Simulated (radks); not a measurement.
Task: Ga20+, 11 electrons, occupied as [Ne] 3s1. Method: non-relativistic Kohn-Sham, LDA (Slater exchange, Perdew-Wang correlation), spin-unpolarised, spherical densities, point nucleus; computed with a radial shooting solver on a logarithmic mesh with Libxc functionals. Some entries of the table are withheld. Estimate them.

orbital  occ.  eigenvalue (Ry)  <r^2> (bohr^2)
1s          2              (1)        0.003278
2s          2              (2)         0.05585
2p          6              (3)             (4)
3s          1        -57.21901          0.3312

Result: 
(1) 1s eigenvalue (Ry): -801.7109
(2) 2s eigenvalue (Ry): -148.6355
(3) 2p eigenvalue (Ry): -139.0614
(4) 2p <r^2> (bohr^2): 0.04326
